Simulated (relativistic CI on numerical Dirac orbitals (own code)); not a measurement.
One change at a time: Hg XXXVII

Base calculation: Dirac-Coulomb-Breit CI, KLI orbitals optimised for each configuration, QED by a radiative potential, unscaled Slater integrals.

Configuration list (outside the closed core [Ar] 3d10): 4s²4p⁶4d⁸, 4s²4p⁶4d⁷4f, 4s²4p⁵4d⁹, 4s4p⁶4d⁹, 4s²4p⁵4d⁸4f, 4s4p⁶4d⁸4f, 4s²4p⁶4d⁷5s, 4s²4p⁶4d⁶4f5s, 4s²4p⁶4d⁷5p, 4s²4p⁵4d⁸5s, 4s²4p⁶4d⁷5f, 4s²4p⁶4d⁶5s5p, 4p⁶4d⁹4f, 4s4p⁶4d⁷4f5s, 4s²4p⁵4d⁸5d, 4s²4p⁶4d⁷6p, 4s4p⁶4d⁸5p, 4s²4p⁶4d⁷6f, 4p⁶4d⁹5p, 4s²4p⁵4d⁸5g, 4s²4p⁵4d⁸6s, 4s²4p⁶4d⁷7p, 4p⁶4d⁸4f5s, 4p⁶4d¹⁰, 4p⁵4d¹⁰4f, 4p⁶4d⁹5s, 4p⁵4d¹⁰5s, 4p⁵4d⁹4f5s. Double excitations out of closed p, d and f shells are left out; levels of such configurations are missing from the list, as are those of other unlisted configurations, and high levels can miss mixing partners. These lack a partner that the ground configuration has and come out too high: 4s²4p⁵4d⁸5d, 4s²4p⁵4d⁸5g, 4s²4p⁵4d⁸6s.

Variants: (1) P86 correlation estimate; (2) QED terms removed; (3) only the first 3 configurations. Shifts of the energy above 4s²4p⁶4d⁸ ³F4, in cm⁻¹, for the lowest level and the first level of each name with at least 55 % of one term (blank where a level changes its place among those of its configuration and J or its character, or is not in the variant):

| Level | Base | Δ(1) | Δ(2) | Δ(3) |
| --- | --- | --- | --- | --- |
| 4s²4p⁶4d⁸ ³F4 | 0 | 0 | 0 | 0 |
| 4s²4p⁶4d⁸ ³P0 | 109257 | -4 | -20 | -6415 |
| 4s²4p⁶4d⁸ ³F3 | 200245 | -1 | -507 | -1152 |
| 4s²4p⁶4d⁸ ³P1 | 251634 | -2 | -508 | -2534 |
| 4s²4p⁶4d⁸ ¹G4 | 255113 | -1 | -502 | -126 |
| 4s²4p⁶4d⁸ ³F2 | 427787 | -3 | -1012 | -2322 |
| 4s²4p⁶4d⁸ ¹S0 | 524358 | -5 | -994 | -8383 |
| 4s²4p⁵4d⁹ ³F°4 | 1740683 | +1437 | +1660 | -15124 |
| 4s²4p⁶4d⁷4f ⁵I°8 | 1856988 | +977 | +234 | -23424 |
| 4s²4p⁵4d⁹ ³P°0 | 1971235 | +1286 | +744 | -18522 |
| 4s²4p⁶4d⁷4f ³H°4 | 2017315 | +977 | -73 | -23573 |

At this charge energies of transitions that change n are usually good to better than 1 %, and those within a shell (Δn = 0) to a few per cent. Terms inside the open d or f shell come out 10 to 20 % too wide with unscaled integrals.

Ionisation energy from the two ground configurations alone: base 1660.99 eV; P86 correlation estimate 1663.16 eV. The NIST ASD value (theoretical) is 1661 eV.

LS names give the leading component of a level, which can be under half, so a name can repeat, a term be missing and a line seem to break the LS rules.
